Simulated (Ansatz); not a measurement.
Ideal-gas functions of `N#C[Si](Cl)(Cl)Cl` at 298.15 K and 1 bar, from an Ansatz frequency run at PBE0-D4/def2-TZVP.

Molar mass 160.46 g/mol, point group C3v (symmetry number 3), electronic degeneracy 1, moments of inertia 390.151, 401.474, 401.48 u Å². Harmonic wavenumbers (cm⁻¹, unscaled): 107, 107, 179, 179, 220, 374, 374, 437, 641, 641, 665, 2342.

Use S(trans) = R[1.5 ln M + 2.5 ln T − 1.1517]; rotational temperatures θ = 24.2544 K / I; S(rot) = R[ln(√π/σ · √(T³/θAθBθC)) + 1.5]; for each mode x = 1.438777 ν̃/T, S = R[x/(eˣ − 1) − ln(1 − e⁻ˣ)] and H = RT x/(eˣ − 1); 1 cm⁻¹ = 0.0119627 kJ/mol; R = 8.31446 J/(mol·K).

Question: By hand: the entropy, in J/(mol·K).

Answer: Translation 172.2. Rotation: θ = 0.0622, 0.0604, 0.0604 K, giving 114.0. Vibration, mode by mode: 13.90, 13.90, 9.79, 9.79, 8.20, 4.45, 4.45, 3.50, 1.61, 1.61, 1.47, 0.00, in all 72.7. Electronic 0.0. Sum 358.9 J/(mol·K).

Question: By hand: H − E and G − E in kJ/mol, counted from the electronic energy.

Answer: Zero-point energy ½ × 6266 × 0.0119627 = 37.5; thermal vibration 11.8; translation, rotation and pV give 4 RT = 9.9. H − E = 59.2 kJ/mol, and G − E = 59.2 − 298.15 × 358.9/1000 = -47.8 kJ/mol.

Vibration gives 20 % of the entropy, 27.8 J/(mol·K) of it from the modes under 150 cm⁻¹: soft modes count most, and the harmonic formula is weakest for them.
